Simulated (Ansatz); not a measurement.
Two isomers of C2H6O2Si: A = `O=CC(O)[SiH3]`, B = `C1OC[SiH2]O1`.

Computed with Ansatz on PBE0-D4/def2-TZVP structures; ΔE is electronic, products minus reactants. CCSD(T)/CBS adds triple-zeta CCSD(T) − MP2 to the extrapolated MP2 energy (def2 sets, frozen cores). Functionals use def2-TZVPP. B3LYP here is the variant with VWN-RPA as its local correlation; programs differ in this. One conformer a species, not always the lowest.

A:

Z-matrix (Å, degrees):
```
C
C 1 1.484
Si 1 1.918 2 110.6
O 1 1.399 2 111.7 3 -121.0
H 1 1.102 2 107.6 3 116.4
O 2 1.207 1 121.5 3 114.8
H 2 1.107 1 116.8 3 -64.5
H 3 1.481 1 107.5 2 179.7
H 3 1.488 1 109.9 2 60.3
H 3 1.483 1 108.7 2 -60.3
H 4 0.971 1 105.2 2 3.0
```

B:

```xyz
11

C    -1.1240    0.5612   -0.6783
O    -0.1784   -0.2565   -1.3084
C     1.0067   -0.3276   -0.5141
Si    0.2517   -0.3649    1.2231
O    -1.1917    0.2643    0.6975
H    -2.0893    0.3559   -1.1439
H    -0.8585    1.6234   -0.8009
H     1.6437    0.5527   -0.6797
H     1.5584   -1.2149   -0.8230
H     0.0641   -1.7129    1.8137
H     0.9173    0.5193    2.2140
```

Problem. Which isomer does CCSD(T)/CBS put lower? Give the gap. (Estimate.)

Solution. The calculation gave: B, by 26.0 kcal/mol.

Problem. Give E(B) − E(A) in kcal/mol with HF/def2-TZVPP, B3LYP-D4, r2SCAN-D4, CCSD(T)/def2-SVP, PBE-D4, B2PLYP, PBE0-D4. (Estimate.)

Solution. The calculation gave: HF/def2-TZVPP -26.5, B3LYP-D4 -23.2, r2SCAN-D4 -24.6, CCSD(T)/def2-SVP -19.7, PBE-D4 -21.4, B2PLYP -24.3, PBE0-D4 -25.4. None reverses the order clearly.

Problem. Does the order hold for the free energy at 298.15 K (harmonic terms from PBE0-D4)? (Best estimate.)

Solution. Ansatz gave: Yes: G(B) − G(A) = -21.2 kcal/mol, for one conformer each.

Largest T1 diagnostic: 0.015.

Leaving LDA and LC-ωPBE aside and taking each functional with its dispersion term where it has one, the values, not all of them listed here, spread over 8.3 kcal/mol, from PBE-QIDH to BLYP-D4. LDA lies −5.5 kcal/mol from PBE without D4. From PBE to PBE0 (25 % exact exchange), in def2-TZVPP and without D4, E(B) − E(A) moves by −4.0 kcal/mol.
